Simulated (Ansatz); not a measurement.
Compare A (`O[SiH]C[SiH2]O`•) with its isomer B (`CO[Si](O)[SiH3]`•).

Program: Ansatz. Geometries: PBE0-D4/def2-TZVP. ΔE: electronic, gas phase. CCSD(T)/CBS adds triple-zeta CCSD(T) − MP2 to the extrapolated MP2 energy (def2 sets, frozen cores). Functionals use def2-TZVPP. B3LYP here is the variant with VWN-RPA as its local correlation; programs differ in this. No spin–orbit coupling; open shells (•) take unrestricted orbitals. Each species was taken in one conformer, which may not be the lowest.

**Question.** Which is lower in electronic energy at CCSD(T)/CBS, and by how much? (Best estimate.)

**Answer.** Computed: A, by 101.8 kJ/mol.

**Question.** Give E(B) − E(A) in kJ/mol with ωB97M-V, MP2/def2-TZVPP, B3LYP, PBE-D4, HF/def2-TZVPP, B3LYP-D4, B2PLYP. (Best estimate.)

**Answer.** Computed: ωB97M-V 102.5, MP2/def2-TZVPP 115.9, B3LYP 82.5, PBE-D4 83.5, HF/def2-TZVPP 89.8, B3LYP-D4 88.3, B2PLYP 94.1. None reverses the order clearly.

Largest T1 diagnostic: 0.015.

The D4 term adds +5.8 kJ/mol with B3LYP and +2.9 kJ/mol with PBE0; it sums over pairs of atoms, weighted by their polarisabilities, and B3LYP, whose exchange is more repulsive, gets the larger term. In def2-TZVPP, CCSD(T) changes the Hartree–Fock value by +10.3 kJ/mol (the triples alone add +0.7 kJ/mol) and MP2 by +26.1 kJ/mol.
